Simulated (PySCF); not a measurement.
**Beryllium: a sound run and one with changed settings**

Sound run: Be⁺ [He] 2s1, Be²⁺ 1s2. Computed with PySCF 2.14 in def2-TZVP (5s3p1d, 19 functions), with the non-relativistic Hamiltonian (point nucleus). The sound run starts from symmetry-adapted Hartree-Fock orbitals and uses a fine grid where one is needed.

Changed run: initial guess atom, at most 50 SCF cycles.

```
species  method  sound run (hartree)  changed run (hartree)  converged
    Be⁺     UHF            -14.27705              -14.27705        yes
    Be⁺     PBE            -14.29768              -14.29768        yes
    Be⁺   B3LYP            -14.33730              -14.33730        yes
   Be²⁺     UHF            -13.61108              -13.61108        yes
   Be²⁺     PBE            -13.61864              -13.61864        yes
   Be²⁺   B3LYP            -13.65353              -13.65353        yes
```

Here the plain start reaches the same solutions.
